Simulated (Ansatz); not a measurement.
Relaxation of BrClFH5W (9 atoms, charge 0, multiplicity 1), to a largest force component of 0.03 eV/Å in at most 50 steps.

Theory: Ansatz, RKS r2SCAN/def2-SVP.

```xyz
9
Properties=species:S:1:pos:R:3
W 0.247 -0.480 -0.282
F 0.100 -0.972 2.714
H 0.727 0.893 0.550
H 0.011 0.958 -1.104
H -0.886 0.576 0.315
Cl -1.529 -1.876 -0.080
H 0.486 -0.526 -1.949
Br 2.557 -1.147 0.527
H 1.024 -0.965 2.800
```

Question: Where does it end, and by what steps?

Answer: The forces met the threshold. After 9 steps the energy has fallen by 0.182 eV; F2 moved furthest, 0.39 Å. Joined: W1–F2 (3.04 → 2.48 Å).

```tsv
step	energy less start (eV)	largest force component (eV/Å)	accepted
0	0.0000	0.938	yes
1	-0.0693	1.005	yes
2	-0.1478	0.322	yes
3	-0.1603	0.260	yes
4	-0.1715	0.243	yes
5	-0.1734	0.198	yes
6	-0.1801	0.071	yes
7	-0.1813	0.081	yes
8	-0.1817	0.039	yes
9	-0.1818	0.010	yes
```

```xyz
9
Properties=species:S:1:pos:R:3
W 0.240 -0.491 -0.093
F 0.114 -1.006 2.329
H 0.720 0.955 0.609
H 0.042 0.837 -1.078
H -0.895 0.630 0.386
Cl -1.630 -1.803 -0.039
H 0.547 -0.666 -1.741
Br 2.576 -0.997 0.554
H 1.024 -1.000 2.564
```

Whether the end is a true minimum wasn't checked by a vibrational analysis.

Run time: 39 s on 4 threads of Arm Neoverse V2, on a shared host, peak memory 0.22 GiB.
